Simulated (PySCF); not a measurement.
C₂H₉ClOSi₂, SMILES O([Si@H](Cl)C)[SiH2]C.

Geometry optimised at PBE-D3(BJ)/def2-SVP. The structure was generated by enumeration; whether it is a known compound was not checked. Other conformers were not sampled.

These are PBE-D3(BJ)/def2-SVP (PySCF) values and carry that method's errors.

Frequencies are harmonic and unscaled.

Q: Give all harmonic wavenumbers and intensities. (The exact figures need the calculation; the answer reports its results.)

A: 
```json
[
 {"mode": "1", "ν (cm⁻¹)": "10", "IR (km/mol)": "1.9", "moving atoms (share of kinetic energy)": "C 40 %, O 27 %, H 23 %"},
 {"mode": "2", "ν (cm⁻¹)": "48", "IR (km/mol)": "0.0", "moving atoms (share of kinetic energy)": "H 36 %, Si 23 %, C 22 %, O 10 %"},
 {"mode": "3", "ν (cm⁻¹)": "71", "IR (km/mol)": "2.2", "moving atoms (share of kinetic energy)": "Cl 40 %, C 25 %, Si 14 %, H 12 %, O 9 %"},
 {"mode": "4", "ν (cm⁻¹)": "150", "IR (km/mol)": "0.0", "moving atoms (share of kinetic energy)": "H 98 %"},
 {"mode": "5", "ν (cm⁻¹)": "170", "IR (km/mol)": "0.2", "moving atoms (share of kinetic energy)": "H 41 %, C 36 %, Cl 11 %, Si 11 %"},
 {"mode": "6", "ν (cm⁻¹)": "177", "IR (km/mol)": "0.4", "moving atoms (share of kinetic energy)": "H 76 %, C 10 %, Si 8 %"},
 {"mode": "7", "ν (cm⁻¹)": "192", "IR (km/mol)": "2.6", "moving atoms (share of kinetic energy)": "H 30 %, C 25 %, Si 21 %, Cl 14 %, O 10 %"},
 {"mode": "8", "ν (cm⁻¹)": "275", "IR (km/mol)": "14.5", "moving atoms (share of kinetic energy)": "O 32 %, Si 27 %, H 25 %, C 12 %"},
 {"mode": "9", "ν (cm⁻¹)": "291", "IR (km/mol)": "4.5", "moving atoms (share of kinetic energy)": "O 45 %, Si 26 %, Cl 14 %, H 13 %"},
 {"mode": "10", "ν (cm⁻¹)": "482", "IR (km/mol)": "23.6", "moving atoms (share of kinetic energy)": "H 79 %, Si 14 %"},
 {"mode": "11", "ν (cm⁻¹)": "488", "IR (km/mol)": "20.0", "moving atoms (share of kinetic energy)": "Si 36 %, Cl 34 %, H 21 %"},
 {"mode": "12", "ν (cm⁻¹)": "580", "IR (km/mol)": "21.8", "moving atoms (share of kinetic energy)": "Si 47 %, H 21 %, O 18 %, C 9 %"},
 {"mode": "13", "ν (cm⁻¹)": "661", "IR (km/mol)": "4.2", "moving atoms (share of kinetic energy)": "H 63 %, C 26 %"},
 {"mode": "14", "ν (cm⁻¹)": "675", "IR (km/mol)": "6.5", "moving atoms (share of kinetic energy)": "H 55 %, C 28 %, Si 16 %"},
 {"mode": "15", "ν (cm⁻¹)": "714", "IR (km/mol)": "33.7", "moving atoms (share of kinetic energy)": "H 83 %"},
 {"mode": "16", "ν (cm⁻¹)": "720", "IR (km/mol)": "2.1", "moving atoms (share of kinetic energy)": "H 74 %, C 15 %, Si 9 %"},
 {"mode": "17", "ν (cm⁻¹)": "737", "IR (km/mol)": "1.1", "moving atoms (share of kinetic energy)": "H 51 %, C 26 %, Si 23 %"},
 {"mode": "18", "ν (cm⁻¹)": "749", "IR (km/mol)": "123.7", "moving atoms (share of kinetic energy)": "H 46 %, Si 27 %, C 24 %"},
 {"mode": "19", "ν (cm⁻¹)": "836", "IR (km/mol)": "177.7", "moving atoms (share of kinetic energy)": "H 75 %, Si 13 %, C 10 %"},
 {"mode": "20", "ν (cm⁻¹)": "857", "IR (km/mol)": "102.5", "moving atoms (share of kinetic energy)": "H 76 %, C 17 %"},
 {"mode": "21", "ν (cm⁻¹)": "873", "IR (km/mol)": "274.8", "moving atoms (share of kinetic energy)": "H 81 %, C 11 %, Si 9 %"},
 {"mode": "22", "ν (cm⁻¹)": "918", "IR (km/mol)": "149.2", "moving atoms (share of kinetic energy)": "H 82 %, Si 13 %"},
 {"mode": "23", "ν (cm⁻¹)": "938", "IR (km/mol)": "165.5", "moving atoms (share of kinetic energy)": "H 84 %, Si 12 %"},
 {"mode": "24", "ν (cm⁻¹)": "1042", "IR (km/mol)": "411.2", "moving atoms (share of kinetic energy)": "O 74 %, Si 18 %"},
 {"mode": "25", "ν (cm⁻¹)": "1217", "IR (km/mol)": "38.5", "moving atoms (share of kinetic energy)": "H 78 %, C 22 %"},
 {"mode": "26", "ν (cm⁻¹)": "1219", "IR (km/mol)": "37.7", "moving atoms (share of kinetic energy)": "H 77 %, C 23 %"},
 {"mode": "27", "ν (cm⁻¹)": "1375", "IR (km/mol)": "4.4", "moving atoms (share of kinetic energy)": "H 96 %"},
 {"mode": "28", "ν (cm⁻¹)": "1376", "IR (km/mol)": "2.5", "moving atoms (share of kinetic energy)": "H 96 %"},
 {"mode": "29", "ν (cm⁻¹)": "1378", "IR (km/mol)": "3.4", "moving atoms (share of kinetic energy)": "H 96 %"},
 {"mode": "30", "ν (cm⁻¹)": "1389", "IR (km/mol)": "3.3", "moving atoms (share of kinetic energy)": "H 96 %"},
 {"mode": "31", "ν (cm⁻¹)": "2159", "IR (km/mol)": "123.8", "moving atoms (share of kinetic energy)": "H 97 %"},
 {"mode": "32", "ν (cm⁻¹)": "2176", "IR (km/mol)": "141.7", "moving atoms (share of kinetic energy)": "H 97 %"},
 {"mode": "33", "ν (cm⁻¹)": "2188", "IR (km/mol)": "120.1", "moving atoms (share of kinetic energy)": "H 97 %"},
 {"mode": "34", "ν (cm⁻¹)": "2976", "IR (km/mol)": "1.7", "moving atoms (share of kinetic energy)": "H 97 %"},
 {"mode": "35", "ν (cm⁻¹)": "2980", "IR (km/mol)": "0.2", "moving atoms (share of kinetic energy)": "H 97 %"},
 {"mode": "36", "ν (cm⁻¹)": "3077", "IR (km/mol)": "2.9", "moving atoms (share of kinetic energy)": "H 91 %, C 9 %"},
 {"mode": "37", "ν (cm⁻¹)": "3084", "IR (km/mol)": "1.1", "moving atoms (share of kinetic energy)": "H 91 %, C 9 %"},
 {"mode": "38", "ν (cm⁻¹)": "3084", "IR (km/mol)": "1.0", "moving atoms (share of kinetic energy)": "H 91 %, C 9 %"},
 {"mode": "39", "ν (cm⁻¹)": "3090", "IR (km/mol)": "0.9", "moving atoms (share of kinetic energy)": "H 91 %, C 9 %"}
]
```
